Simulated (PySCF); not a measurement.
A structure optimised at ωB97X-D3(BJ)/def2-SVP, used in a PySCF frequency run:

```
Zr
I 1 2.6371
I 1 2.6371 2 109.47
I 1 2.6371 2 109.47 3 -120.00
I 1 2.6371 2 109.47 3 120.00
```
Charge 0, spin multiplicity 1.

### Question
Write its SMILES, formula and point group.

### Answer
[I][Zr]([I])([I])[I], I4Zr, Td

### Question
What are its rotational constants (standard atomic weights)?

### Answer
0.21474, 0.21474, 0.21474 GHz
